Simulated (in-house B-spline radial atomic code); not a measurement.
**Ionising Mn VII (Mn6+) with different functionals**

Computed with an all-electron radial atomic-structure program (B-spline basis): scalar-relativistic (spin-free X2C) Hamiltonian, Fermi nucleus of rms radius 3.7057 fm, spin-polarised at highest spin, spherical fractional occupations for the functionals, the average over the highest-spin determinants for Hartree-Fock. The ionisation energy is the difference of two self-consistent energies, [Ar] 3d1 → [Ne] 3s2 3p6, without Breit or QED terms; ε is the level of the shell that loses the electron (its least bound occupied spin orbital).

Hybrids are left out here: with spherical fractional occupations of an open shell their exact exchange keeps a self-interaction that integer-occupation calculations don't have.

```tsv
method	rung	ΔSCF (eV)	-ε(3d) (eV)
Hartree-Fock	Hartree-Fock	118.10	119.32
LDA VWN5	LDA	?	?
LDA PW92	LDA	119.75	107.36
LDA exchange-only	LDA	117.81	105.49
PBE	GGA	?	?
PBEsol	GGA	119.41	107.05
BLYP	GGA	119.41	107.04
RPBE	GGA	119.35	107.00
PW91	GGA	119.61	107.24
BP86	GGA	119.51	107.13
AM05	GGA	119.44	107.08
OLYP	GGA	119.85	107.54
TPSS	meta-GGA	119.16	106.86
SCAN	meta-GGA	118.69	106.59
r2SCAN	meta-GGA	118.76	106.66
revTPSS	meta-GGA	118.93	106.67
```

**Question.** What does LDA VWN5 give?

**Answer.** ΔSCF 119.76 eV, and -ε(3d) = 107.37 eV.

**Question.** What does PBE give?

**Answer.** ΔSCF 119.44 eV, and -ε(3d) = 107.08 eV.

**Question.** How do they compare with the NIST value?

**Answer.** NIST lists 119.20 eV ± 0.012 (measured, ground level to ground level). Errors run from -1.40 to +0.65 eV; TPSS is closest (-0.04 eV), but part of that can be cancellation, since the calculations leave out spin-orbit coupling, Breit-QED terms, multiplet and fine-structure energies. Hartree-Fock also lacks correlation.
